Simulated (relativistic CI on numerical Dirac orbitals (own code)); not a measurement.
Spin-allowed bands of a d2 ion in a tetrahedral site, by hand

Problem. Take Δ = 8000 cm⁻¹ and B = 670 cm⁻¹ for a d2 ion in a tetrahedral site. Calculate the three spin-allowed bands.

Working.
1. The terms of highest spin are 3F (energy 0) and 3P (15B = 10050 cm⁻¹). Here the F term splits into A2 at −1.2Δ = -9600, T2 at −0.2Δ = -1600 and T1 at +0.6Δ = 4800 cm⁻¹.
2. The two T1 states mix through the element 0.4Δ: H = [[4800, 3200], [3200, 10050]], with roots ½(H₁₁ + H₂₂) ∓ ½√[(H₂₂ − H₁₁)² + 4H₁₂²] = ½(14850) ∓ ½(8278) = 3286 and 11564 cm⁻¹.
3. The ground term is 3A2 at -9600 cm⁻¹.
4. Bands: 3T2 8000 cm⁻¹ (1250 nm), 3T1(F) 12886 cm⁻¹ (776 nm), 3T1(P) 21164 cm⁻¹ (473 nm).

Check. Exact diagonalisation of the whole d2 shell with these parameters gives 3T2 8000, 3T1 12886, 3T1 21164 cm⁻¹. The match is exact, since without spin-orbit coupling no other term has this spin. The ratio of the second band to the first, 1.611, depends on Δ/B = 11.9 alone, which is how a Tanabe-Sugano diagram is read.
